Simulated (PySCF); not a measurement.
**Copper: a sound run and one with changed settings**

Sound run: Cu [Ar] 3d10 4s1, Cu⁺ [Ar] 3d10. All numbers are calculated (PySCF 2.14, scalar relativity by spin-free X2C-1e, in x2c-SVPall (5s3p3d1f, 36 functions)). The sound run starts from symmetry-adapted Hartree-Fock orbitals and uses a fine grid where one is needed.

A second run was set up differently.

```json
{"species": "Cu", "method": "UHF", "sound run (hartree)": "-1652.84070", "changed run (hartree)": "-1652.84070", "converged": "yes"}
{"species": "Cu", "method": "BP86", "sound run (hartree)": "-1654.73867", "changed run (hartree)": "-1654.82723", "converged": "yes"}
{"species": "Cu", "method": "r2SCAN", "sound run (hartree)": "-1654.42959", "changed run (hartree)": "-1654.38046", "converged": "yes"}
{"species": "Cu⁺", "method": "UHF", "sound run (hartree)": "-1652.59959", "changed run (hartree)": "-1652.59959", "converged": "yes"}
{"species": "Cu⁺", "method": "BP86", "sound run (hartree)": "-1654.42974", "changed run (hartree)": "-1654.52036", "converged": "yes"}
{"species": "Cu⁺", "method": "r2SCAN", "sound run (hartree)": "-1654.13009", "changed run (hartree)": "-1654.08377", "converged": "yes"}
```

Ionisation energy of Cu:

```json
{"method": "UHF", "sound run (eV)": "6.561", "changed run (eV)": "6.561"}
{"method": "BP86", "sound run (eV)": "8.406", "changed run (eV)": "8.350"}
{"method": "r2SCAN", "sound run (eV)": "8.150", "changed run (eV)": "8.073"}
```

Task: What was changed?
A. all electrons correlated in a valence basis
B. minimal basis
C. a valence shell is frozen
D. radial grid too coarse

Result: D. It used radial step 0.5 in ln r (0.13 in the sound run). A coarse radial grid mis-integrates the density and the exchange-correlation energy, with errors of either sign; Hartree-Fock needs no grid.
